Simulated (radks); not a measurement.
Results of a calculation; reference values are marked as such.
Neutral praseodymium: order these configurations by energy. Level of theory: non-relativistic Kohn-Sham, PBE, spin-polarised, spherical densities, point nucleus (a radial shooting solver on a logarithmic mesh with Libxc functionals). Open shells are filled with parallel spins first. [Xe] 4f2 5d1 6s2; [Xe] 4f2 6s2 6p1; [Xe] 4f3 5d1 6s1; [Xe] 4f3 6s1 6p1; [Xe] 4f3 6s2.

Answer. From the lowest, in eV above it: [Xe] 4f3 6s2 0.000; [Xe] 4f3 5d1 6s1 0.361; [Xe] 4f3 6s1 6p1 1.430; [Xe] 4f2 5d1 6s2 4.229; [Xe] 4f2 6s2 6p1 7.236.
